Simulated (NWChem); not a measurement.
# CH6AuN; SMILES [CH3][Au]<-[NH3]

All runs: NWChem. Coordinates come from a PBE0/def2-SVP optimisation. def2 effective core potentials on Au; no spin-orbit coupling. Vertical excitations in the gas phase; the lowest state need not have the same character in each row.

Q: Among these, which level gives the lowest value of “lowest excitation, singlet (eV)”?
A) Hartree-Fock/def2-SVP, TDHF
B) B3LYP/def2-SVP, full TDDFT
C) PBE0/def2-SVP, full TDDFT
D) PBE/def2-SVP, full TDDFT

A: D, PBE/def2-SVP, full TDDFT. Values: PBE/def2-SVP, full TDDFT 4.86; B3LYP/def2-SVP, full TDDFT 5.18; PBE0/def2-SVP, full TDDFT 5.42; Hartree-Fock/def2-SVP, TDHF 6.21
